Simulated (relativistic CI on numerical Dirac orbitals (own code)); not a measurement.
Hyperfine structure of Rh²⁵⁺, mass number 103

Method of calculation: Dirac-Coulomb-Breit CI, orbitals from a KLI potential per configuration, QED by a radiative potential, unscaled Slater integrals (own radial code, finite nucleus).

Configurations in the expansion (outside the closed core [Ne]): 3s²3p⁶3d², 3s²3p⁵3d³, 3s3p⁶3d³, 3s²3p⁶3d4s, 3s²3p⁶3d4p, 3s²3p⁶3d4d, 3s²3p⁶3d4f, 3s²3p⁵3d²4s, 3s²3p⁵3d²4p, 3s²3p⁶4s², 3s²3p⁵3d²4d, 3p⁶3d⁴, 3p⁵3d⁵. Double excitations out of closed p, d and f shells are left out; levels of such configurations are missing from the list, as are those of other unlisted configurations, and high levels can miss mixing partners. These lack a partner that the ground configuration has and come out too high: 3s²3p⁵3d²4s, 3s²3p⁵3d²4p, 3s²3p⁵3d²4d.

Nuclear spin I = 1/2, μ = -0.08829 μN (tables of Stone and Pyykkö). The electronic factors are computed for point nuclear moments, without core polarisation or the Bohr-Weisskopf and QED corrections.

| Level | E (eV) | A (MHz) |
| --- | --- | --- |
| 3s²3p⁶3d² ³F2 | 0.000 | -2848 |
| 3s²3p⁶3d² ³F3 | 5.144 | -1683 |
| 3s²3p⁶3d² ³F4 | 9.278 | -1437 |
| 3s²3p⁶3d² ³P1 | 12.706 | 17.85 |
| 3s²3p⁶3d² ¹G4 | 17.490 | -1575 |
| 3s²3p⁶3d² ³P2 | 18.243 | -1158 |
| 3s²3p⁵3d³ ⁵D°1 | 133.322 | -4536 |
| 3s²3p⁵3d³ ⁵F°3 | 134.606 | -2631 |

Levels with J = 0, under 50 % of one LS term, or S terms without an open s electron are left out. Small factors come from cancelling terms and can be off by tens of per cent or more.

At this charge energies of transitions that change n are usually good to better than 1 %, and those within a shell (Δn = 0) to a few per cent. Terms inside the open d or f shell come out 10 to 20 % too wide with unscaled integrals.

Task: Give the hyperfine levels of 3s²3p⁶3d² ³F2 relative to its centre of gravity.

Result: With K = F(F + 1) − I(I + 1) − J(J + 1), E = AK/2: F = 3/2: 4273, F = 5/2: -2848 MHz.

LS names give the leading component of a level, which can be under half, so a name can repeat, a term be missing and a line seem to break the LS rules.
